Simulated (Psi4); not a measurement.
Psi4 input (wB97X-D/6-311+G**):

```
memory 1500 MB

molecule {
1 1
C    -1.94061100    0.06618500    0.16280700
C    -0.62160900   -0.19048400   -0.42344600
O    -0.10581600   -0.62061200   -1.34929400
O     0.52589600    0.45781400    0.69306700
C     1.95413300    0.15304200    0.49379800
H    -2.69327200   -0.24422300   -0.56097700
H    -2.04311400    1.12903400    0.38740800
H    -2.05625200   -0.50909700    1.08408700
H     2.11213900    0.15037000   -0.57922400
H     2.51390400    0.95774300    0.96147200
H     2.18182000   -0.81658700    0.92807900
H     0.27265600    0.46268900    1.63001800
symmetry c1
no_reorient
no_com
}

set {
  basis 6-311+G**
  reference rks
  scf_type df
  df_basis_scf def2-universal-jkfit
  dft_radial_points 99
  dft_spherical_points 590
  e_convergence 1e-8
  d_convergence 1e-7
  maxiter 150
}

e = energy('wb97x-d')
print_out(f'\nFINAL {e:.10f} DIPOLE {variable("CURRENT DIPOLE")[0]:.6f} {variable("CURRENT DIPOLE")[1]:.6f} {variable("CURRENT DIPOLE")[2]:.6f}\n')
```

Output:

```
   => Loading Basis Set <=

    Name: 6-311+G**
    Role: ORBITAL
    Keyword: BASIS
    atoms 1-2, 5 entry C          line   129 file 6-311pgss.gbs
    atoms 3-4    entry O          line   171 file 6-311pgss.gbs
    atoms 6-12   entry H          line    42 file 6-311pgss.gbs

   => WB97X-D: Empirical Dispersion <=

    Chai and Head-Gordon Dispersion Correction
    Chai, J.-D.; Head-Gordon, M. (2010), J. Chem. Phys., 132: 6615-6620

        s6 =       1.000000

         ---------------------------------------------------------
                                   SCF
               by Justin Turney, Rob Parrish, Andy Simmonett
                          and Daniel G. A. Smith
                              RKS Reference
         ---------------------------------------------------------

  ==> Geometry <==

    Molecular point group: c1
    Full point group: C1

    Geometry (in Angstrom), charge = 1, multiplicity = 1:

       Center              X                  Y                   Z               Mass
    ------------   -----------------  -----------------  -----------------  -----------------
         C           -1.940611000000     0.066185000000     0.162807000000    12.000000000000
         C           -0.621609000000    -0.190484000000    -0.423446000000    12.000000000000
         O           -0.105816000000    -0.620612000000    -1.349294000000    15.994914619570
         O            0.525896000000     0.457814000000     0.693067000000    15.994914619570
         C            1.954133000000     0.153042000000     0.493798000000    12.000000000000
         H           -2.693272000000    -0.244223000000    -0.560977000000     1.007825032230
         H           -2.043114000000     1.129034000000     0.387408000000     1.007825032230
         H           -2.056252000000    -0.509097000000     1.084087000000     1.007825032230
         H            2.112139000000     0.150370000000    -0.579224000000     1.007825032230
         H            2.513904000000     0.957743000000     0.961472000000     1.007825032230
         H            2.181820000000    -0.816587000000     0.928079000000     1.007825032230
         H            0.272656000000     0.462689000000     1.630018000000     1.007825032230

  Running in c1 symmetry.

  Rotational constants: A =      0.30235  B =      0.11870  C =      0.08847 [cm^-1]
  Rotational constants: A =   9064.19037  B =   3558.57970  C =   2652.19648 [MHz]
  Nuclear repulsion =  184.154600530348233

  Charge       = 1
  Multiplicity = 1
  Electrons    = 40
  Nalpha       = 20
  Nbeta        = 20

  ==> Algorithm <==

  SCF Algorithm Type is DF.
  DIIS enabled.
  MOM disabled.
  Fractional occupation disabled.
  Guess Type is SAD.
  Energy threshold   = 1.00e-08
  Density threshold  = 1.00e-07
  Integral threshold = 1.00e-12

  ==> Primary Basis <==

  Basis Set: 6-311+G**
    Blend: 6-311+G**
    Number of shells: 78
    Number of basis functions: 152
    Number of Cartesian functions: 157
    Spherical Harmonics?: true
    Max angular momentum: 2

  ==> DFT Potential <==

   => LibXC <=

    Version 7.1.2
    S. Lehtola, C. Steigemann, M. J. T. Oliveira, and M. A. L. Marques,  SoftwareX 7, 1–5 (2018) (10.1016/j.softx.2017.11.002)

   => Composite Functional: WB97X-D <=

    wB97X-D Hyb-GGA Exchange-Correlation Functional

    J.-D. Chai and M. Head-Gordon,  Phys. Chem. Chem. Phys. 10, 6615–6620 (2008) (10.1039/B810189B)

    Deriv               =              1
    GGA                 =           TRUE
    Meta                =          FALSE

    Exchange Hybrid     =           TRUE
    MP2 Hybrid          =          FALSE

   => Exchange-Correlation Functionals <=

    1.0000   wB97X-D range-separated functional

   => Exact (HF) Exchange <=

    0.7780            HF,LR [omega = 0.2000]
    0.2220               HF

   => LibXC Density Thresholds  <==

    XC_HYB_GGA_XC_WB97X_D:  1.00E-14

   => Molecular Quadrature <=

    Radial Scheme          =       TREUTLER
    Pruning Scheme         =           NONE
    Nuclear Scheme         =       TREUTLER

    Blocking Scheme        =         OCTREE
    BS radius alpha        =              1
    Pruning alpha          =              1
    Radial Points          =             99
    Spherical Points       =            590
    Total Points           =         664158
    Total Blocks           =           4655
    Max Points             =            256
    Max Functions          =            151
    Weights Tolerance      =       1.00E-15

   => Loading Basis Set <=

    Name: DEF2-UNIVERSAL-JKFIT
    Role: JKFIT
    Keyword: DF_BASIS_SCF
    atoms 1-2, 5 entry C          line   198 file def2-universal-jkfit.gbs
    atoms 3-4    entry O          line   318 file def2-universal-jkfit.gbs
    atoms 6-12   entry H          line    18 file def2-universal-jkfit.gbs

  ==> Integral Setup <==

  SCF_SUBTYPE=INCORE selected. In-core MEM_DF algorithm will be used.
  Using in-core AOs.

  ==> MemDFJK: Density-Fitted J/K Matrices <==

    J tasked:                   Yes
    K tasked:                   Yes
    wK tasked:                  Yes
    Omega:                2.000E-01
    Algorithm:                 Core
    Schwarz Cutoff:           1E-12
    Mask sparsity (%):       2.9172
    Fitting Condition:        1E-10

   => Auxiliary Basis Set <=

  Basis Set: DEF2-UNIVERSAL-JKFIT
    Blend: DEF2-UNIVERSAL-JKFIT
    Number of shells: 167
    Number of basis functions: 505
    Number of Cartesian functions: 593
    Spherical Harmonics?: true
    Max angular momentum: 4

  Cached 33.3% of DFT collocation blocks in 0.714 [GiB].

  Minimum eigenvalue in the overlap matrix is 5.6562810469E-05.
  Reciprocal condition number of the overlap matrix is 5.8531586839E-06.
    Using symmetric orthogonalization.

  ==> Pre-Iterations <==

  SCF Guess: Superposition of Atomic Densities via on-the-fly atomic UHF (no occupation information).

   -------------------------
    Irrep   Nso     Nmo
   -------------------------
     A        152     152
   -------------------------
    Total     152     152
   -------------------------

  ==> Iterations <==

                           Total Energy        Delta E     RMS |[F,P]|

   @DF-RKS iter SAD:  -268.02340905885654   -2.68023e+02   0.00000e+00
   @DF-RKS iter   1:  -268.45995895108928   -4.36550e-01   4.73507e-03 ADIIS/DIIS
   @DF-RKS iter   2:  -268.47673933787365   -1.67804e-02   4.96835e-03 ADIIS/DIIS
   @DF-RKS iter   3:  -268.66056732536242   -1.83828e-01   1.29608e-03 ADIIS/DIIS
   @DF-RKS iter   4:  -268.67424694320385   -1.36796e-02   2.69835e-04 ADIIS/DIIS
   @DF-RKS iter   5:  -268.67481941769677   -5.72474e-04   1.29160e-04 ADIIS/DIIS
   @DF-RKS iter   6:  -268.67495873183367   -1.39314e-04   2.39046e-05 DIIS
   @DF-RKS iter   7:  -268.67496507210160   -6.34027e-06   5.35811e-06 DIIS
   @DF-RKS iter   8:  -268.67496552081036   -4.48709e-07   1.45831e-06 DIIS
   @DF-RKS iter   9:  -268.67496556638309   -4.55727e-08   3.02203e-07 DIIS
   @DF-RKS iter  10:  -268.67496556968314   -3.30004e-09   7.34694e-08 DIIS
  Energy and wave function converged.

  ==> Post-Iterations <==

   Electrons on quadrature grid:
      Ntotal   =   40.0000001042 ; deviation = 1.042e-07

    Orbital Energies [Eh]
    ---------------------

    Doubly Occupied:

       1A    -19.546061     2A    -19.526765     3A    -10.674749
       4A    -10.534203     5A    -10.520175     6A     -1.461872
       7A     -1.395993     8A     -1.099752     9A     -1.011924
      10A     -0.911670    11A     -0.842329    12A     -0.816543
      13A     -0.795168    14A     -0.782305    15A     -0.747931
      16A     -0.716475    17A     -0.699773    18A     -0.685245
      19A     -0.659288    20A     -0.625740

    Virtual:

      21A     -0.167951    22A     -0.134390    23A     -0.096648
      24A     -0.063397    25A     -0.055911    26A     -0.046360
      27A     -0.034073    28A     -0.016353    29A     -0.011402
      30A     -0.002495    31A      0.000145    32A      0.012411
      33A      0.013101    34A      0.038239    35A      0.047960
      36A      0.050733    37A      0.062546    38A      0.072483
      39A      0.080443    40A      0.100743    41A      0.107957
      42A      0.127302    43A      0.135856    44A      0.145988
      45A      0.180406    46A      0.186140    47A      0.192631
      48A      0.204046    49A      0.219384    50A      0.241069
      51A      0.269650    52A      0.321559    53A      0.325381
      54A      0.336050    55A      0.350150    56A      0.362729
      57A      0.396407    58A      0.431193    59A      0.453730
      60A      0.464176    61A      0.482529    62A      0.508539
      63A      0.524795    64A      0.531626    65A      0.546343
      66A      0.576293    67A      0.598964    68A      0.610941
      69A      0.718153    70A      0.755830    71A      0.829965
      72A      0.861516    73A      0.882296    74A      0.899188
      75A      0.940604    76A      1.006568    77A      1.019161
      78A      1.047932    79A      1.051616    80A      1.099593
      81A      1.136462    82A      1.199962    83A      1.262143
      84A      1.308856    85A      1.325065    86A      1.343719
      87A      1.380755    88A      1.405622    89A      1.417227
      90A      1.431414    91A      1.435889    92A      1.460439
      93A      1.483922    94A      1.528794    95A      1.536177
      96A      1.588934    97A      1.636903    98A      1.690284
      99A      1.747761   100A      1.761935   101A      1.771609
     102A      1.872949   103A      1.878400   104A      1.922872
     105A      2.018848   106A      2.040986   107A      2.077120
     108A      2.101162   109A      2.263072   110A      2.290417
     111A      2.334783   112A      2.350918   113A      2.364155
     114A      2.399138   115A      2.408893   116A      2.442014
     117A      2.443119   118A      2.486544   119A      2.508488
     120A      2.550842   121A      2.610689   122A      2.648756
     123A      2.689072   124A      2.729730   125A      2.740550
     126A      2.779507   127A      2.842244   128A      2.982323
     129A      3.005818   130A      3.058330   131A      3.259448
     132A      3.287654   133A      3.396906   134A      3.632467
     135A      3.678849   136A      3.700710   137A      3.714540
     138A      3.751048   139A      3.760677   140A      3.862126
     141A      3.941650   142A      4.862553   143A      4.911335
     144A      5.047619   145A      5.204080   146A      5.439203
     147A      5.602892   148A     23.791341   149A     23.836733
     150A     23.909674   151A     49.763336   152A     49.887403

    Final Occupation by Irrep:
              A
    DOCC [    20 ]
    NA   [    20 ]
    NB   [    20 ]

  @DF-RKS Final Energy:  -268.67496556968314

   => Energetics <=

    Nuclear Repulsion Energy =            184.1546005303482332
    One-Electron Energy =                -720.7659849641913752
    Two-Electron Energy =                 292.6446959251742896
    DFT Exchange-Correlation Energy =     -24.7041883313807951
    Empirical Dispersion Energy =          -0.0040887296335212
    VV10 Nonlocal Energy =                  0.0000000000000000
    Total Energy =                       -268.6749655696831383

Computation Completed

Properties will be evaluated at   0.000000,   0.000000,   0.000000 [a0]

Properties computed using the SCF density matrix

 Multipole Moments:

 ------------------------------------------------------------------------------------
     Multipole            Electronic (a.u.)      Nuclear  (a.u.)        Total (a.u.)
 ------------------------------------------------------------------------------------

 L = 1.  Multiply by 2.5417464519 to convert [e a0] to [Debye]
 Dipole X            :         -0.3527754           -0.0000019           -0.3527773
 Dipole Y            :          0.2520118            0.0000057            0.2520175
 Dipole Z            :          1.2943257            0.0000019            1.2943276
 Magnitude           :                                                    1.3650086

 ------------------------------------------------------------------------------------

FINAL -268.6749655697 DIPOLE -0.352777 0.252017 1.294328

*** Psi4 exiting successfully. Buy a developer a beer!
```

The dipole moment of an ion depends on the origin.

The geometry given is a B3LYP-D3(BJ)/def2-TZVP minimum.
